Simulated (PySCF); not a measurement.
## Two-component Hartree-Fock for B(2+) (boron, charge +2)

Start: [He] 2s1; 2s1/2 filled at m_j = +1/2. Calculated with PySCF 2.14 in x2c-TZVPall-2c (5s3p2d1f, 31 functions): generalised Hartree-Fock with the X2C-1e Hamiltonian and a Gaussian nucleus; one run each with spin-orbit coupling (SO) switched off, then screened by Boettger's factors. This is a chosen level, not necessarily the ground level.

```tsv
spinor shell	electrons	ε, spin-free (eV)	ε, screened SO (eV)	weight of nominal j (screened SO)	rms radius, screened SO (bohr)
1s1/2	2	-239.77	-239.77	1.000	0.377
2s1/2	1	-37.825	-37.825	1.000	1.77
```

```json
{"quantity": "E (hartree)", "spin-free": "-23.38199", "screened SO": "-23.38199"}
{"quantity": "M_J", "spin-free": "1/2", "screened SO": "1/2"}
{"quantity": "⟨J²⟩", "spin-free": "0.750", "screened SO": "0.750"}
{"quantity": "⟨L²⟩", "spin-free": "0.000", "screened SO": "0.000"}
{"quantity": "⟨S²⟩", "spin-free": "0.750", "screened SO": "0.750"}
```

Each row is a mean over spinors that exchange with the open shell spreads, by up to 1.713 eV (1s1/2).

Without spin-orbit coupling the j labels of p, d and f shells carry no meaning; the spin-free column gives the mean over the occupied spinors of each nl shell.
